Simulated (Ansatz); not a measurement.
`BO` + `BNCC` → `BN(B)CC` + H₂O at 400 K and 1 bar (ligand exchange at a B–O bond).

Isolated molecules relaxed with PBE0-D4/def2-TZVP in Ansatz; ΔE leaves out vibrations. CCSD(T)/CBS is the MP2 limit (def2-TZVPP, def2-QZVPP) plus CCSD(T) − MP2 in def2-TZVPP, frozen cores. This one scheme is used for every species. One conformer a species, not always the lowest.

```tsv
species	CCSD(T)/CBS energy (Eh)	H − E (kJ/mol)	S (J/(mol·K))
`BO`	-101.80414	108.2	244.0
`BNCC`	-160.44809	303.2	328.3
`BN(B)CC`	-185.85795	338.6	363.5
H₂O	-76.37941	69.8	198.6
```

H − E and S are ideal-gas, rigid-rotor, harmonic terms from PBE0-D4/def2-TZVP, for one conformer and one mirror image of each species. 1 Eh = 2625.50 kJ/mol, R = 8.31446 J/(mol·K).

Task: By hand: ΔE, ΔH, ΔS and ΔG.

Result: ΔE = (-185.85795) + (-76.37941) − (-101.80414) − (-160.44809) = 0.01487 Eh = 39.0 kJ/mol. Δ(H − E) = 338.6 + 69.8 − 108.2 − 303.2 = -3.0, so ΔH = 36.0 kJ/mol. ΔS = 363.5 + 198.6 − 244.0 − 328.3 = -10.2 J/(mol·K). ΔG = 36.0 − 400 × (-10.2)/1000 = 40.1 kJ/mol.

Task: By hand: the equilibrium constant, and the temperature at which ΔG would vanish if ΔH and ΔS stayed fixed.

Result: log₁₀ K = −ΔG/(RT ln 10) = -5.2. ΔH and −TΔS have one sign here, so there is no such temperature.

The number of gas molecules stays the same, so ΔS is small and ΔH decides. A doubt of 5 kJ/mol in ΔE shifts log₁₀ K by 0.7 here. Other conformers and mirror images would add mixing entropy, several J/(mol·K) or more a flexible species. Modes under 60 cm⁻¹, often nearly free rotors, make the harmonic entropy too high. These are equilibria of isolated gas molecules and say nothing of rates. Largest T1 diagnostic: 0.014 (customary marks: 0.02 for closed shells, 0.045 for open ones).

ΔS is within the doubt of such terms, so its sign, and with it that verdict, could turn.
